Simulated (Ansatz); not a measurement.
Steps of a relaxation of `BC1C[SiH2]1` with RKS PBE-D4/def2-SVP.

```sh
$ ansatz run in.yaml --threads 2 --pin off --events-out ev --progress --plain --max-ram 4352MiB
```

```yaml
crystal:
  periodic: [false, false, false]
  atoms:
    - {symbol: B, position_ang: [-1.072800, 1.169600, -0.382600]}
    - {symbol: C, position_ang: [0.258400, 0.627900, 0.131200]}
    - {symbol: C, position_ang: [0.133900, -0.574300, 0.977000]}
    - {symbol: Si, position_ang: [0.831500, -0.947600, -0.768000]}
    - {symbol: H, position_ang: [-1.226500, 1.545300, -1.538900]}
    - {symbol: H, position_ang: [-2.006900, 1.427400, 0.360900]}
    - {symbol: H, position_ang: [1.134200, 1.320500, 0.348000]}
    - {symbol: H, position_ang: [1.002300, -0.629600, 1.753400]}
    - {symbol: H, position_ang: [-0.853500, -0.928400, 1.257200]}
    - {symbol: H, position_ang: [2.173300, -1.356700, -0.680800]}
    - {symbol: H, position_ang: [-0.308500, -1.711100, -1.436900]}
basis:
  gaussian: {orbitals: def2-SVP}
hamiltonian: {xc: pbe, dispersion: d4}
relax: {f_tol: 0.03, max_steps: 200}
```

Positions (Å) and forces (eV/Å) along the path, 11 of 12 steps:

```xyz
11
step=1 energy=-10726.6393 eV
B    -1.073    1.170   -0.383   -0.339    1.688   -0.749
C     0.258    0.628    0.131    0.659    0.653   -0.397
C     0.134   -0.574    0.977    2.928   -0.503    1.765
Si    0.832   -0.948   -0.768   -2.719    0.117    0.318
H    -1.226    1.545   -1.539    0.040   -0.081    0.034
H    -2.007    1.427    0.361   -0.082   -0.518    0.134
H     1.134    1.321    0.348   -0.850   -0.386   -0.375
H     1.002   -0.630    1.753   -1.661   -0.266   -0.636
H    -0.854   -0.928    1.257   -0.442   -0.255    0.323
H     2.173   -1.357   -0.681    1.750   -0.639   -0.238
H    -0.308   -1.711   -1.437    0.715    0.189   -0.180
11
step=2 energy=-10727.1594 eV
B    -1.036    1.318   -0.398   -0.994   -0.858    0.163
C     0.249    0.630    0.137    0.043    0.736   -0.235
C     0.166   -0.554    1.066    1.128   -0.391    0.256
Si    0.767   -0.998   -0.707   -1.111   -0.098    0.650
H    -1.198    1.644   -1.567    0.286    0.513    0.208
H    -2.079    1.250    0.324    0.700    0.135   -0.494
H     1.132    1.302    0.267   -0.121   -0.187   -0.197
H     0.967   -0.630    1.849   -0.519   -0.013   -0.239
H    -0.823   -0.910    1.386   -0.192    0.023    0.052
H     2.181   -1.393   -0.782    0.420   -0.028   -0.252
H    -0.262   -1.716   -1.555    0.360    0.171    0.088
11
step=3 energy=-10727.3795 eV
B    -1.064    1.267   -0.434   -0.337   -0.163    0.243
C     0.227    0.609    0.143   -0.337    0.506   -0.219
C     0.191   -0.557    1.131    0.071   -0.284   -0.554
Si    0.724   -1.056   -0.641   -0.080   -0.154    0.395
H    -1.120    1.822   -1.550    0.207   -0.059    0.649
H    -2.113    1.182    0.266    0.519   -0.084   -0.643
H     1.112    1.281    0.183    0.004   -0.138   -0.130
H     0.960   -0.616    1.912    0.155    0.046    0.132
H    -0.802   -0.901    1.476   -0.007    0.103   -0.054
H     2.186   -1.366   -0.876   -0.300    0.177   -0.023
H    -0.236   -1.722   -1.590    0.105    0.052    0.206
11
step=4 energy=-10727.5480 eV
B    -1.055    1.253   -0.428   -0.170   -0.134    0.003
C     0.225    0.623    0.161   -0.283    0.413   -0.165
C     0.198   -0.554    1.141    0.185   -0.095   -0.319
Si    0.693   -1.065   -0.613   -0.158   -0.139    0.168
H    -1.033    1.943   -1.457    0.083   -0.080    0.481
H    -2.143    1.029    0.141    0.368   -0.048   -0.438
H     1.131    1.265    0.111    0.012   -0.193    0.055
H     0.972   -0.616    1.918    0.113    0.045    0.121
H    -0.803   -0.865    1.495    0.031    0.056   -0.053
H     2.149   -1.311   -0.917   -0.222    0.132    0.014
H    -0.269   -1.760   -1.531    0.041    0.043    0.133
11
step=5 energy=-10727.6716 eV
B    -1.044    1.226   -0.446   -0.066   -0.027    0.041
C     0.218    0.639    0.181   -0.005    0.239   -0.061
C     0.217   -0.550    1.150    0.080    0.028   -0.005
Si    0.648   -1.071   -0.591   -0.057   -0.060   -0.053
H    -0.966    2.028   -1.368    0.004   -0.030    0.180
H    -2.148    0.900   -0.004    0.169   -0.096   -0.290
H     1.146    1.245    0.092   -0.016   -0.153    0.100
H     1.002   -0.602    1.924    0.015    0.025    0.011
H    -0.784   -0.844    1.514    0.029    0.012    0.015
H     2.094   -1.255   -0.944   -0.110    0.062   -0.027
H    -0.318   -1.773   -1.488   -0.042    0.000    0.088
11
step=6 energy=-10727.7508 eV
B    -1.019    1.201   -0.473   -0.058   -0.082    0.036
C     0.226    0.663    0.216    0.023    0.220    0.050
C     0.230   -0.538    1.170    0.028    0.022   -0.053
Si    0.609   -1.049   -0.586   -0.025   -0.070   -0.073
H    -0.923    2.064   -1.336   -0.028   -0.067    0.130
H    -2.122    0.761   -0.146    0.167   -0.025   -0.246
H     1.161    1.253    0.137   -0.001   -0.097    0.084
H     1.027   -0.606    1.929    0.025    0.040    0.005
H    -0.766   -0.832    1.546    0.032    0.008    0.018
H     2.039   -1.220   -1.002   -0.114    0.038   -0.007
H    -0.396   -1.753   -1.436   -0.047    0.015    0.056
11
step=7 energy=-10727.8131 eV
B    -0.995    1.175   -0.491    0.019   -0.170   -0.025
C     0.234    0.691    0.260   -0.101    0.053    0.056
C     0.245   -0.527    1.186    0.012    0.026   -0.026
Si    0.566   -1.027   -0.584   -0.016    0.012   -0.051
H    -0.895    2.076   -1.306   -0.026   -0.009    0.036
H    -2.086    0.639   -0.295    0.197    0.027   -0.108
H     1.179    1.263    0.190   -0.005    0.000    0.061
H     1.055   -0.603    1.930    0.018   -0.006   -0.010
H    -0.745   -0.824    1.577    0.030    0.013    0.028
H     1.980   -1.195   -1.049   -0.089    0.025   -0.010
H    -0.472   -1.723   -1.398   -0.039    0.028    0.049
11
step=9 energy=-10727.8584 eV
B    -0.931    1.111   -0.540    0.254   -0.348   -0.201
C     0.226    0.751    0.386   -0.318   -0.092   -0.096
C     0.272   -0.519    1.228   -0.008    0.120    0.038
Si    0.461   -0.936   -0.589   -0.052    0.034   -0.080
H    -0.802    2.010   -1.361   -0.053   -0.043    0.183
H    -1.948    0.407   -0.572    0.172    0.288    0.178
H     1.168    1.330    0.357   -0.026    0.066   -0.010
H     1.132   -0.645    1.911   -0.059    0.004   -0.051
H    -0.691   -0.833    1.669    0.034   -0.025    0.007
H     1.830   -1.110   -1.162   -0.024    0.002    0.017
H    -0.652   -1.623   -1.306    0.080   -0.006    0.015
11
step=10 energy=-10727.8788 eV
B    -0.919    1.098   -0.560    0.020   -0.135    0.097
C     0.219    0.744    0.372   -0.049   -0.089    0.100
C     0.266   -0.518    1.224    0.010    0.106   -0.032
Si    0.468   -0.942   -0.594   -0.018   -0.015   -0.055
H    -0.803    2.014   -1.343    0.031    0.103   -0.101
H    -1.960    0.457   -0.530    0.008    0.004    0.021
H     1.155    1.334    0.350    0.003    0.006   -0.029
H     1.123   -0.636    1.909   -0.031    0.000   -0.036
H    -0.696   -0.841    1.662    0.013   -0.009   -0.005
H     1.840   -1.113   -1.159   -0.021    0.004    0.018
H    -0.629   -1.656   -1.310    0.035    0.025    0.022
11
step=11 energy=-10727.8785 eV rejected
B    -0.904    1.081   -0.559   -0.073    0.032   -0.068
C     0.216    0.748    0.398   -0.085    0.186   -0.135
C     0.263   -0.507    1.225    0.096   -0.208    0.192
Si    0.454   -0.922   -0.601   -0.004   -0.063   -0.059
H    -0.776    1.985   -1.362    0.014    0.033   -0.006
H    -1.951    0.449   -0.529    0.008   -0.010    0.018
H     1.147    1.342    0.356    0.061   -0.006    0.030
H     1.124   -0.643    1.901   -0.010   -0.004    0.000
H    -0.692   -0.848    1.662   -0.009    0.012   -0.009
H     1.825   -1.093   -1.167   -0.011    0.019    0.018
H    -0.640   -1.649   -1.303    0.013    0.008    0.019
11
step=12 energy=-10727.8810 eV
B    -0.914    1.092   -0.562   -0.006   -0.018    0.007
C     0.215    0.746    0.384   -0.020    0.002   -0.005
C     0.265   -0.514    1.225    0.009   -0.004    0.009
Si    0.461   -0.933   -0.598   -0.004    0.001   -0.004
H    -0.789    2.005   -1.356    0.011    0.004   -0.006
H    -1.958    0.456   -0.526    0.004    0.002    0.002
H     1.151    1.335    0.350    0.014   -0.002    0.003
H     1.125   -0.640    1.904   -0.007    0.003   -0.010
H    -0.692   -0.847    1.663    0.000    0.001   -0.004
H     1.834   -1.101   -1.157   -0.009    0.006    0.000
H    -0.633   -1.654   -1.306    0.008    0.005    0.007
```

Run time 22 s (2 threads of an Arm Neoverse V2 on a shared host); peak host memory 0.12 GiB.
